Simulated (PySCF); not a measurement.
H3OSbTe2. Atoms are numbered in the order given.

```xyz
7

Sb    -0.0991    -0.2307     1.1326
O     -1.9103    -1.1078     0.9285
H     -2.4431    -0.5224     0.3501
Te    -0.7195     2.1392    -0.2977
H     -0.4334     1.3645    -1.7614
Te     1.1153    -1.7355    -0.9207
H      2.6356    -1.2054    -0.4260
```

Geometry: PBE-D3(BJ)/def2-SVP. The structure was generated by enumeration; whether it is a known compound was not checked. The def2 effective core potentials stand for the cores of Sb, Te; spin–orbit coupling is left out. One conformer was computed; it need not be the lowest.

Calculation: PBE-D3(BJ)/def2-SVP run with PySCF.

Frequencies are harmonic and unscaled.

```tsv
mode	ν (cm⁻¹)	IR (km/mol)	moving atoms (share of kinetic energy)
1	37	2.2	H 67 %, O 23 %
2	44	1.4	Te 61 %, O 17 %, Sb 15 %
3	94	8.6	O 49 %, Te 28 %, H 14 %, Sb 10 %
4	132	9.8	H 86 %
5	136	1.7	O 55 %, H 29 %, Te 13 %
6	172	9.7	Sb 51 %, Te 44 %
7	183	17.0	Sb 53 %, Te 35 %
8	264	43.3	H 97 %
9	477	2.9	H 99 %
10	493	4.9	H 96 %
11	566	64.2	O 87 %, Sb 12 %
12	874	100.3	H 93 %
13	2047	37.4	H 99 %
14	2060	18.2	H 99 %
15	3652	43.9	H 94 %
```
